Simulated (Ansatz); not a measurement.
Ga(Cl)2(SiH3) (Cl2GaH3Si), SMILES [SiH3][Ga]([Cl])[Cl].

Geometry optimised at B3LYP-D3(BJ)/def2-SVP. The structure was generated by enumeration; whether it is a known compound was not checked.

Two levels are set side by side: PBE/def2-SVPD (Ansatz, a quantum-chemistry and plane-wave program) and PBE0/def2-SVPD (Ansatz). Energy differences of separate SCF runs at the same geometry; the states with an electron removed or added have multiplicity 2 and 2. Differences are taken from unrounded values.

| quantity | PBE |
|---|---|
| vertical ionisation energy (eV) | 10.05 |
| vertical electron affinity (eV) | 0.53 |
| vertical singlet–triplet gap (eV) | 4.30 |

These are the PBE values. What does PBE0 give? (An estimate is asked for; the answer gives what the named calculation found.)


```json
[
 {"quantity": "vertical ionisation energy (eV)", "PBE0": "10.43", "PBE minus PBE0": "-0.37"},
 {"quantity": "vertical electron affinity (eV)", "PBE0": "0.56", "PBE minus PBE0": "-0.03"},
 {"quantity": "vertical singlet–triplet gap (eV)", "PBE0": "4.54", "PBE minus PBE0": "-0.24"}
]
```
